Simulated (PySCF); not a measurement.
F₃OW (SMILES [O]=[W+]([F])([F])[F]), charge +1, singlet, at a GFN2-xTB geometry (such geometries of metal compounds can be far from the true shape) (the multiplicity is a formal guess) (core potentials on W). Base run: HF/def2-SVP run with PySCF.

The PySCF input:
```python
from pyscf import gto, scf

mol = gto.Mole()
mol.atom = '''
    W     0.032769    0.016614   -0.038327
    O     1.064733    0.539809   -1.245317
    F     0.854078   -0.920101    1.241003
    F    -1.273891   -1.045458   -0.632727
    F    -0.796051    1.349129    0.813805
'''
mol.basis = 'def2-svp'
mol.ecp = {'W': 'def2-svp'}
mol.charge = 1
mol.spin = 0
mol.verbose = 4
mol.build()

mf = scf.RHF(mol)
mf.kernel()
mf.analyze()
```

Variants of this job, named by their change:

```csv
change,basis functions,E (Eh),HOMO (eV),HOMO-LUMO gap (eV),outcome
base,88,-439.05671,-22.62,15.49,converged
basis = jorge-DZP-DKH; relativity = spin-free X2C; nucleus = Gaussian (with mol.nucmod = 'G'; without mol.ecp = {'W': 'def2-svp'}),120,-16497.70706,-22.54,15.95,converged
basis = jorge-DZP-DKH; relativity = none (without mol.ecp = {'W': 'def2-svp'}),120,-15357.80389,-23.08,14.98,converged
basis = ANO-RCC-VDZP; relativity = spin-free X2C; nucleus = Gaussian (with mol.nucmod = 'G'; without mol.ecp = {'W': 'def2-svp'}),124,-16511.09697,-22.94,15.10,converged
basis = ANO-RCC-VDZP; relativity = spin-free X2C (without mol.ecp = {'W': 'def2-svp'}),124,-16513.38979,-22.94,15.10,converged
basis = x2c-SVPall; relativity = none (without mol.ecp = {'W': 'def2-svp'}),122,-,-,-,not converged
basis = x2c-SVPall; relativity = spin-free X2C (without mol.ecp = {'W': 'def2-svp'}),122,-16512.39109,-22.87,15.32,converged
basis = ANO-RCC-VDZP; relativity = none (without mol.ecp = {'W': 'def2-svp'}),124,-,-,-,not converged
basis = x2c-SVPall; relativity = spin-free X2C; nucleus = Gaussian (with mol.nucmod = 'G'; without mol.ecp = {'W': 'def2-svp'}),122,-16510.50425,-22.87,15.32,converged
basis = jorge-DZP-DKH; relativity = spin-free X2C (without mol.ecp = {'W': 'def2-svp'}),120,-16499.37128,-22.54,15.95,converged
```

Totals shift with the method and basis; they matter in differences.

Basis sets contracted for a relativistic Hamiltonian are a mismatch without it, so the rows without relativity aren't non-relativistic limits. No row has spin-orbit coupling; sets with core potentials leave out the core electrons.
